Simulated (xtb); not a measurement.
C₄H₇ (SMILES [CH-]1CCC1), charge -1, singlet, geometry from GFN2-xTB, atoms displaced at random by about 0.02 Å a coordinate; GFN1-xTB in xtb.

Input for xtb:
```
$ xtb mol.xyz --gfn 1 --chrg -1 --opt --json

# file mol.xyz
11

C      0.04068325     1.08953921    -0.35072780
C      0.02934895    -1.01628162    -0.00313872
C     -1.07164559     0.05975446     0.04901795
C      1.09335204     0.06328891     0.09490525
H      0.03048465     1.94305318     0.36422415
H     -0.04444586    -1.53071729    -0.99562100
H      0.04897462    -1.76981962     0.78751018
H     -1.49914270     0.15945252     1.11885970
H     -1.93317832    -0.08361947    -0.54190257
H      1.53055078     0.11688524     1.09072376
H      1.96276289    -0.07628664    -0.60566216
```

Problem. What does xtb print? Leave out banner, timings and long lists.

Solution. 
```
   ID    Z sym.   atoms
    1    6 C      1-4
    2    1 H      5-11

           -------------------------------------------------
          |                Calculation Setup                |
           -------------------------------------------------

           -------------------------------------------------
          |                 G F N 1 - x T B                 |
           -------------------------------------------------

          ...................................................
          :                      SETUP                      :
          :.................................................:
          :  # basis functions                  30          :
          :  # atomic orbitals                  30          :
          :  # shells                           22          :
          :  # electrons                        24          :
          :  # halogen bonds                     0          :
          :  max. iterations                   250          :
          :  Hamiltonian                  GFN1-xTB          :
          :  restarted?                      false          :
          :  GBSA solvation                  false          :
          :  PC potential                    false          :
          :  electronic temp.          300.0000000     K    :
          :  accuracy                    1.0000000          :
          :  -> integral cutoff          0.2500000E+02      :
          :  -> integral neglect         0.1000000E-07      :
          :  -> SCF convergence          0.1000000E-05 Eh   :
          :  -> wf. convergence          0.2000000E-04 e    :
          :  Broyden damping             0.4000000          :
          :  net charge                         -1          :
          :  unpaired electrons                  0          :
          ...................................................

 iter      E             dE          RMSdq      gap      omega  full diag
   1    -12.4412161 -0.124412E+02  0.877E+00    5.46       0.0  T
   2    -12.4801998 -0.389836E-01  0.521E+00    4.88       1.0  T
   3    -12.4808396 -0.639801E-03  0.768E-01    4.56       1.0  T
   4    -12.4822489 -0.140934E-02  0.452E-02    4.65       1.0  T
   5    -12.4822595 -0.105316E-04  0.668E-03    4.66       4.5  T
   6    -12.4822597 -0.228821E-06  0.868E-04    4.67      34.7  T
   7    -12.4822597 -0.319818E-08  0.144E-04    4.67     209.3  T
   8    -12.4822597 -0.236451E-10  0.333E-05    4.67     906.6  T

   *** convergence criteria satisfied after 8 iterations ***

         :::::::::::::::::::::::::::::::::::::::::::::::::::::
         ::                     SUMMARY                     ::
         :::::::::::::::::::::::::::::::::::::::::::::::::::::
         :: total energy             -12.334390806045 Eh    ::
         :: gradient norm              0.078797786836 Eh/a0 ::
         :: HOMO-LUMO gap              4.668538891192 eV    ::
         ::.................................................::
         :: SCC energy               -12.482259684010 Eh    ::
         :: -> electrostatic           0.129330687753 Eh    ::
         :: repulsion energy           0.150864101533 Eh    ::
         :: dispersion energy         -0.002995223569 Eh    ::
         :: halogen bond corr.         0.000000000000 Eh    ::
         :: add. restraining           0.000000000000 Eh    ::
         :: total charge              -1.000000000000 e     ::
         :::::::::::::::::::::::::::::::::::::::::::::::::::::

      -----------------------------------------------------------
     |                   =====================                   |
     |                        A N C O P T                        |
     |                   =====================                   |
     |               Approximate Normal Coordinate               |
     |                Rational Function Optimizer                |
      -----------------------------------------------------------
[...]
 * total energy  :   -12.3343908 Eh     change       -0.2659206E-11 Eh
 * total energy  :   -12.3400700 Eh     change       -0.5679221E-02 Eh
 * total energy  :   -12.3408509 Eh     change       -0.7808290E-03 Eh
 * total energy  :   -12.3410296 Eh     change       -0.1787355E-03 Eh
 * total energy  :   -12.3411997 Eh     change       -0.1700612E-03 Eh
 * total energy  :   -12.3413273 Eh     change       -0.1276524E-03 Eh
 * total energy  :   -12.3414097 Eh     change       -0.8238625E-04 Eh
 * total energy  :   -12.3414755 Eh     change       -0.6580056E-04 Eh
 * total energy  :   -12.3415019 Eh     change       -0.2645423E-04 Eh
 * total energy  :   -12.3415118 Eh     change       -0.9826438E-05 Eh
 * total energy  :   -12.3415163 Eh     change       -0.4540322E-05 Eh
   *** GEOMETRY OPTIMIZATION CONVERGED AFTER 11 ITERATIONS ***
         :: total energy             -12.341516313396 Eh    ::
[...]
         4        2.0000           -0.3399664              -9.2510
         5        2.0000           -0.3287576              -8.9460
         6        2.0000           -0.2910970              -7.9212
         7        2.0000           -0.2801849              -7.6242
         8        2.0000           -0.2624428              -7.1414
         9        2.0000           -0.2546728              -6.9300
        10        2.0000           -0.2017215              -5.4891
        11        2.0000           -0.1942513              -5.2858
        12        2.0000           -0.0784348              -2.1343 (HOMO)
        13                          0.0859164               2.3379 (LUMO)
        14                          0.0963232               2.6211
        15                          0.1153095               3.1377
        16                          0.1222244               3.3259
        17                          0.1553028               4.2260
        18                          0.1645834               4.4785
        19                          0.1991996               5.4205
        20                          0.2625533               7.1444
        21                          0.2756293               7.5003
        22                          0.2969603               8.0807
        23                          0.3692503              10.0478
       ...                                ...                  ...
        30                          0.6314827              17.1835
      -------------------------------------------------------------
                  HL-Gap            0.1643512 Eh            4.4722 eV
             Fermi-level            0.0037408 Eh            0.1018 eV

  Mulliken/CM5 charges         n(s)   n(p)   n(d)
     1C    -0.56454 -0.62173   1.205  3.360  0.000
     2C    -0.05110 -0.15644   1.017  3.034  0.000
     3C     0.00636 -0.09519   1.007  2.987  0.000
     4C     0.00625 -0.09531   1.007  2.987  0.000
     5H    -0.05540 -0.00295   1.055  0.000  0.000
     6H    -0.03856  0.01441   1.039  0.000  0.000
     7H    -0.04545  0.00703   1.045  0.000  0.000
     8H    -0.05904 -0.00737   1.059  0.000  0.000
     9H    -0.06977 -0.01757   1.070  0.000  0.000
    10H    -0.05905 -0.00739   1.059  0.000  0.000
    11H    -0.06970 -0.01749   1.070  0.000  0.000

Wiberg/Mayer (AO) data.
largest (>0.10) Wiberg bond orders for each atom

 ---------------------------------------------------------------------------
     #   Z sym  total        # sym  WBO       # sym  WBO       # sym  WBO
 ---------------------------------------------------------------------------
     1   6 C    3.103 --     5 H    1.012     3 C    0.992     4 C    0.992
     2   6 C    3.987 --     3 C    1.005     4 C    1.005     6 H    0.984
                             7 H    0.984
     3   6 C    3.966 --     2 C    1.005     1 C    0.992     9 H    0.981
                             8 H    0.975
     4   6 C    3.966 --     2 C    1.005     1 C    0.992    11 H    0.981
                            10 H    0.975
     5   1 H    1.031 --     1 C    1.012
     6   1 H    1.015 --     2 C    0.984
     7   1 H    1.015 --     2 C    0.984
     8   1 H    1.012 --     3 C    0.975
     9   1 H    1.044 --     3 C    0.981
    10   1 H    1.012 --     4 C    0.975
    11   1 H    1.044 --     4 C    0.981
 ---------------------------------------------------------------------------

Topologies differ in total number of bonds
Writing topology from bond orders to xtbtopo.mol

 dipole moment from electron density (au)
     X       Y       Z
  -0.0321  -1.7377   0.7605  total (Debye):    4.822

optimized geometry written to: xtbopt.xyz

           -------------------------------------------------
          | TOTAL ENERGY              -12.341516313396 Eh   |
          | GRADIENT NORM               0.000260777951 Eh/α |
          | HOMO-LUMO GAP               4.472223642128 eV   |
           -------------------------------------------------
```
